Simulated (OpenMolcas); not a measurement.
## N I: RASPT2 settings compared

```
Program             : OpenMolcas 26.06
Basis               : ANO-RCC-VDZP [3s2p1d]
Scalar Hamiltonian  : DKH2, point nucleus
Active space        : 5 electrons in 9 orbitals (RAS2 2s 2p; RAS3 3d, at most 2 electrons)
State averaging     : 2S+1 = 4 odd, 1 root; 2S+1 = 2 odd, 8 roots kept (CI in the orbitals of an earlier block)
Spin-orbit coupling : RASSI with atomic mean-field integrals over the reference wave functions, term energies averaged over their components
```

Methods on the same reference wave functions:
A. RASSCF
B. SS-RASPT2, IPEA 0.75 Eh, imaginary shift 0.3 Eh (closed shells correlated: 1s)
C. SS-RASPT2, IPEA 0.4 Eh, imaginary shift 0.4 Eh (closed shells correlated: none)
D. XMS-RASPT2, IPEA 0.6 Eh, imaginary shift 0.05 Eh (closed shells correlated: 1s)

Energies in cm-1 above 2s2 2p3 4S* 3/2, the measured ground level; measured values from NIST Handbook of Basic Atomic Spectroscopic Data.

```json
{"Level": "2s2 2p3 4S* 3/2", "A": "0.0", "B": "0.0", "C": "0.0", "D": "0.0", "Measured": "0.0"}
{"Level": "2s2 2p3 2D* 3/2", "A": "22711", "B": "22150", "C": "22100", "D": "21990", "Measured": "19233"}
{"Level": "2s2 2p3 2D* 5/2", "A": "22712", "B": "22150", "C": "22100", "D": "21990", "Measured": "19224"}
{"Level": "2s2 2p3 2P* 3/2", "A": "34017", "B": "32110", "C": "32090", "D": "31990", "Measured": "28839"}
{"Level": "2s2 2p3 2P* 1/2", "A": "34019", "B": "32110", "C": "32090", "D": "31990", "Measured": "28839"}
```

Deviations, from unrounded energies. A percentage is the sum of absolute deviations over the sum of measured energies, with the sign that they share, or ± where signs differ.

```tsv
Against measurement	Levels	A	B	C	D
mean absolute deviation (cm-1)	4	4300	3100	3100	3000
other terms of the ground configuration (%)	4	+18.0	+12.9	+12.7	+12.3
```

B, C, D lie about equally close to measurement and A furthest from it. The largest miss of D in the table is 2s2 2p3 2P* 1/2, by +3200 cm-1. The ranking rests on the paired levels alone, and a cruder setting can come out closer through cancelling errors.

Among B to D the level of the table that moves most is 2s2 2p3 2D* 5/2, by 160 cm-1 (lowest in D, highest in B). Moves below CASPT2's spread within the term are not significant.

From A to B the spin-free energies of the other terms of 2s2 2p3 shown, above 4S*, scale by factors of 0.94 to 0.98.

The lowest spin-free term lies below A's lowest term by 0.033 hartree in B, 0.033 hartree in C, 0.033 hartree in D.

Term energies are means over components that CASPT2 splits; among the terms shown or strongly mixed into the levels shown the widest spread is 110 cm-1 (2s2 2p3 2D*, D). Terms from blocks run as CI alone lack orbitals of their own. Active for correlation alone: 3d; no level in the range computed is led by a configuration that fills it, so any true level of that kind is missing. Without dynamic correlation excited terms often stand tens of per cent too high (terms of higher spin than the ground term too low), and those without a measured partner can miss by more than the paired ones (holds for A). Some terms miss by over 15 % even with CASPT2, which points to a basis or an active space too small for the shells correlated (holds for B). Computed and measured levels are paired by configuration, term and J; levels that our copy of the source lacks, or whose pairing is in doubt (as where it misses far off the trend of its configuration), stay unpaired and out of the deviations. Levels of configurations outside the active space are missing.

* marks odd parity.
